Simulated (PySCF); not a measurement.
A ladder of Hamiltonians for Er⁵⁶⁺ (erbium, charge +56)

Occupied: 1s1/2, 2s1/2, 2p1/2, 2p3/2, 3s1/2. Hartree-Fock calculated with PySCF 2.14 in an uncontracted even-tempered set (20 s from 7.2 bohr⁻², ratio 2.3; 16 p from 8.7 bohr⁻², ratio 2.3), Gaussian nucleus throughout. NR is non-relativistic, sf-X2C the spin-free one-electron X2C Hamiltonian, X2C adds the bare one-electron spin-orbit term, X2C-SNSO screens it by Boettger's factors, DC is four-component Dirac-Coulomb, and the Gaunt and Breit terms are added at first order (total energies over the DC spinors, levels after relaxing the spinors in that mean field). QED terms are absent. Levels marked empty are virtual spinors of this ion; the basis has s and p functions only, so 3d, which can lie below the n = 4 levels, is absent.

```csv
Hamiltonian,E (hartree),E − E(DC) (hartree),CPU seconds
NR,-9064.2203,547.0280,0.75
sf-X2C,-9598.4891,12.7592,0.57
X2C,-9607.7521,3.4962,0.57
X2C-SNSO,-9607.1815,4.0668,0.57
DC,-9611.2483,0.0000,30
DC+Gaunt,-9600.1000,11.1482,52
DC+Breit,-9601.0832,10.1650,150
```

Problem. Give the 2p spin-orbit interval with each Hamiltonian that has one.

Solution. X2C 982.5; X2C-SNSO 950.9; DC 950.0; DC+Gaunt 939.2; DC+Breit 939.2 (eV).

```tsv
level (eV)	NR	sf-X2C	X2C	X2C-SNSO	DC	DC+Gaunt	DC+Breit
1s1/2	-58272.3	-62223.1	-62212.7	-62213.4	-62280.8	-62099.8	-62111.9
2s1/2	-12901.0	-14018.5	-14015.9	-14016.1	-14025.3	-14005.8	-14007.2
2p1/2	-12536.3	-12908.1	-13603.2	-13579.6	-13585.2	-13551.5	-13554.9
2p3/2	-12536.3	-12908.1	-12620.7	-12628.7	-12635.2	-12612.2	-12615.7
3s1/2	-5351.0	-5701.2	-5700.8	-5700.8	-5703.0	-5697.8	-5698.4
3p1/2 (empty)	-5138.8	-5285.8	-5466.0	-5460.0	-5461.4	-5452.8	-5454.0
3p3/2 (empty)	-5138.8	-5285.8	-5210.3	-5212.4	-5213.8	-5208.0	-5209.2
4s1/2 (empty)	-2867.9	-3013.9	-3013.8	-3013.8	-3014.6	-3012.6	-3012.9
```

Weight of the small component: 1s1/2 0.0649, 2s1/2 0.0150, 2p1/2 0.0148, 2p3/2 0.0137, 3s1/2 0.00582, 3p1/2 0.00571, 3p3/2 0.00542, 4s1/2 0.00299.

Koopmans' value for the highest occupied level at DC+Breit: 5698.4 eV, against an ionisation energy of 5695 ± 5 eV (theoretical estimate listed by NIST; NIST Atomic Spectra Database, ionization energies); the former lacks relaxation, correlation, QED and recoil.

The whole ladder took 240 s of wall time on 1 thread of Neoverse-N1 (shared host), launched as `OMP_NUM_THREADS=1 python relrun2.py TASK.json OUT` (a driver that calls PySCF for each Hamiltonian).
